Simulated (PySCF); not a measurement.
# GeN(OH) + H₂O → GeO₂ + NH₃

Level: PBE0 in the def2-TZVP basis family, all electrons, no relativity, computed in PySCF with density fitting; open shells unrestricted.

```
species                                                                 state and structure       E (Eh)  ZPE (kJ/mol)  H(298 K) − H(0) (kJ/mol)  S° (J/(mol K))
GeN(OH)  singlet, Cs, Ge–N 1.636 Å, Ge–O 1.748 Å, O–H 0.964 Å; Ge–O–H 113.0°, N–Ge–O 175.5°  -2207.11792          40.4                      14.0           278.8
    H₂O                                        singlet, C2v, O–H 0.960 Å (×2); H–O–H 105.1°    -76.37736          56.5                       9.9           188.7
   GeO₂                                                     singlet, D∞h, Ge–O 1.613 Å (×2)  -2227.04931          14.7                      11.7           244.7
    NH₃                                   singlet, C3v, N–H 1.013 Å (×3); H–N–H 107.1° (×3)    -56.51312          90.6                      10.0           192.4
```

Problem. What is the electronic reaction energy?

Solution. At PBE0/def2-TZVP, ΔE = -176.3 kJ/mol from the differences of the total energies times 2625.5, downhill. 

Problem. Add zero-point, thermal and entropy terms for 298.15 K and 1 bar.

Solution. ΔZPE = 8.4 and Δ[H(298) − H(0)] = -2.2 kJ/mol give ΔH° = -170.1 kJ/mol. ΔS° = -30.4 J/(mol K), so ΔG° = -170.1 − 298.15 × (-0.0304) = -161 kJ/mol.

Only the bonding shown was studied: isomers, or loss of a ligand pair, can lie lower.
